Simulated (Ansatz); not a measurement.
BClH$_{5}$NSi$_{2}$ (`BN1[SiH2][SiH]1Cl`), relaxed with RKS PBE0-D4/def2-TZVP in Ansatz 0.2.0 from a PBE-D4/def2-SVP geometry. The force threshold is 0.005 eV/Å; the program also tests the step.

The species carries charge 0 and has multiplicity 1.

Start:

```xyz
10

B    -0.929    1.100    1.048
N    -0.213    0.225    0.193
Si    0.376    0.117   -1.519
Si    0.539   -1.387    0.157
Cl    2.252   -1.614    1.309
H    -1.124    0.778    2.209
H    -1.342    2.162    0.610
H     1.498    1.051   -1.864
H    -0.692    0.114   -2.576
H    -0.365   -2.547    0.433
```

```json
{"step": "1", "energy (eV)": "-30515.8470", "largest force (eV/Å)": "0.672", "largest move (Å)": "0.000"}
{"step": "2", "energy (eV)": "-30515.9020", "largest force (eV/Å)": "0.414", "largest move (Å)": "0.038"}
{"step": "3", "energy (eV)": "-30515.9120", "largest force (eV/Å)": "0.058", "largest move (Å)": "0.023"}
{"step": "4", "energy (eV)": "-30515.9123", "largest force (eV/Å)": "0.055", "largest move (Å)": "0.009"}
{"step": "5", "energy (eV)": "-30515.9126", "largest force (eV/Å)": "0.009", "largest move (Å)": "0.005"}
{"step": "6", "energy (eV)": "-30515.9126", "largest force (eV/Å)": "0.007", "largest move (Å)": "0.003"}
{"step": "7", "energy (eV)": "-30515.9126", "largest force (eV/Å)": "0.002", "largest move (Å)": "0.003"}
```

End:

```xyz
10

B    -0.913    1.083    1.031
N    -0.204    0.214    0.181
Si    0.370    0.117   -1.496
Si    0.534   -1.367    0.154
Cl    2.212   -1.596    1.301
H    -1.105    0.768    2.172
H    -1.320    2.127    0.603
H     1.471    1.048   -1.842
H    -0.685    0.116   -2.539
H    -0.359   -2.511    0.435
```

Hardware: 4 threads of an Arm Neoverse V1 on a shared host. Wall time 28 s, peak host memory 0.58 GiB.
